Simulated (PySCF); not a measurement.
**Bond curve of SiAs**

Set-up: Si 6-31G(d,p), As 6-31G(d,p); no relativity (PySCF 2.14). Energies in eV from Si + As in their ground configurations at the same level. State: ²Π (doublet), unpaired electrons π ↑.

```csv
R (Å),UHF-CCSD(T)
1.967,-1.901
2.055,-2.354
2.120,-2.526
2.186,-2.607
2.252,-2.600
2.339,-2.499
2.448,-2.276
2.579,-1.938
```

Correlated steps freeze 14 core orbitals. Correlated levels converge slowly with the basis: in double zeta they bind strong bonds too weakly, by up to about 1 eV, and carry superposition errors of some tenths. Spin–orbit coupling is left out. The state was picked by a PBE0 search and need not be the measured ground state.
